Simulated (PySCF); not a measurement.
Ligands exchanged one at a time, Ga SiH3-H. Isolated molecules, 0 K electronic values unless said otherwise. Strings in code marks are SMILES.

The S1 excitation (TDA) from two functionals at the same geometries (PBE0-D3(BJ)/def2-TZVP), both in PySCF: PBE-D3(BJ)/def2-TZVP and PBE0-D3(BJ)/def2-TZVP. Excitations are Tamm–Dancoff values on a coarser integration grid. The basis has no diffuse functions, so Rydberg states are missing or too high.

| species | PBE0-D3(BJ)/def2-TZVP (eV) |
|---|---|
| 0 of 3 SiH3 replaced by H | 3.38 |
| 1 of 3 SiH3 replaced by H | 3.60 |
| 2 of 3 SiH3 replaced by H (`[SiH3][GaH2]`) | 4.17 |

Task: What does PBE-D3(BJ)/def2-TZVP give for each?

Result: 
- 0 of 3 SiH3 replaced by H: 3.12
- 1 of 3 SiH3 replaced by H: 3.37
- 2 of 3 SiH3 replaced by H (`[SiH3][GaH2]`): 3.90
Over these rows, drawn at random from the members with no instability flagged (it was tested for open shells, ions and some series alone), PBE minus PBE0-D3(BJ): mean -0.26 eV, from -0.27 eV to -0.24 eV.
